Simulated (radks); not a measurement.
All-electron atom: the europium ion Eu+ in [Xe] 4f7 6s1. Method: Dirac Kohn-Sham, BLYP, spin-unpolarised, spherical densities, finite nucleus; open shells fill j = l - 1/2 first; Fermi nuclear charge, rms radius 5.1115 fm; computed with a radial shooting solver on a logarithmic mesh with Libxc functionals.

Normalised radial functions P(r) = r R(r) (large component), r in bohr:

r	5p3/2	6s1/2
0.00432	0.0088	0.0393
0.005854	0.0152	0.0457
0.007934	0.0257	0.0505
0.01075	0.0423	0.0516
0.01469	0.0683	0.0456
0.01991	0.1038	0.0294
0.02698	0.1475	0.0009
0.03686	0.1907	-0.0379
0.04996	0.2084	-0.0724
0.06771	0.1678	-0.0809
0.09176	0.0415	-0.0410
0.1254	-0.1537	0.0455
0.1699	-0.2935	0.1154
0.2303	-0.2221	0.0854
0.3146	0.1057	-0.0601
0.4263	0.4189	-0.1728
0.5778	0.3560	-0.0900
0.783	-0.1348	0.1454
1.07	-0.6938	0.2857
1.45	-0.8938	0.1417
1.965	-0.7049	-0.2035
2.684	-0.3648	-0.5139
3.638	-0.1251	-0.5811
4.93	-0.0255	-0.4159
6.682	-0.0026	-0.1859
9.129	-0.0001	-0.0449
12.37	0.0000	-0.0054

5p3/2: eigenvalue -28.612 eV, 3 radial nodes at r = 0.0986, 0.289, 0.730 bohr, <r> = 1.66 bohr, 90 % of the charge inside 2.45 bohr. 6s1/2: eigenvalue -8.555 eV, 5 radial nodes at r = 0.0272, 0.108, 0.281, 0.655, 1.66 bohr, <r> = 3.84 bohr, 90 % of the charge inside 5.58 bohr.
